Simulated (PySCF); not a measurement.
## Two-photon absorption: SMILES CC(C)=C=C(C)F, C₆H₉F

Cartesian coordinates in Å; atom numbers follow the order of the lines, from 1:
```xyz
16

C    -2.277    1.729    0.647
C    -1.449    0.473    0.660
C    -2.152   -0.787    1.086
C    -0.180    0.476    0.314
C     1.096    0.484    0.010
C     2.241    0.702    0.935
F     1.499    0.283   -1.263
H    -2.694    1.925    1.649
H    -1.692    2.603    0.333
H    -3.134    1.616   -0.038
H    -3.010   -0.990    0.423
H    -1.482   -1.656    1.066
H    -2.557   -0.676    2.105
H     2.921   -0.166    0.911
H     2.823    1.584    0.622
H     1.892    0.852    1.964
```

The calculation used PySCF, TDDFT CAM-B3LYP/aug-cc-pVDZ excited states, vertical, gas phase. Geometry: PBE0-D3(BJ)/def2-SVP.

Problem. Give the one- and two-photon strengths of the lowest singlets.

Solution. δ for parallel linear polarisation; σ at the peak of a Lorentzian of half width 0.1 eV, single beam; Ω is circular over linear.
| state | E (eV) | f | photon λ (nm) | δ (au) | σ (GM) | Ω | main |
| --- | --- | --- | --- | --- | --- | --- | --- |
| S1 | 5.16 | 0.001 | 481 | 0.63 | 0.01 | 1.50 | HOMO→LUMO+3 0.39, HOMO→LUMO+4 0.24 |
| S2 | 6.01 | 0.009 | 412 | 35.9 | 0.47 | 1.50 | HOMO→LUMO 0.75, HOMO→LUMO+1 0.10 |
| S3 | 6.40 | 0.002 | 388 | 72 | 1.08 | 1.50 | HOMO−1→LUMO 0.86 |
| S4 | 6.45 | 0.000 | 384 | 0.16 | 0.00 | 1.48 | HOMO−1→LUMO+11 0.53, HOMO−1→LUMO+2 0.26 |
| S5 | 6.66 | 0.002 | 372 | 91.5 | 1.49 | 0.51 | HOMO→LUMO+2 0.57, HOMO−1→LUMO+3 0.17 |
| S6 | 6.76 | 0.012 | 367 | 3.99 | 0.07 | 1.50 | HOMO→LUMO+1 0.72, HOMO→LUMO 0.11 |

Among these, the strongest one-photon state is S6, the strongest two-photon state S5, with a dipole change of 1.3 D (relaxed, norm of the difference vector).
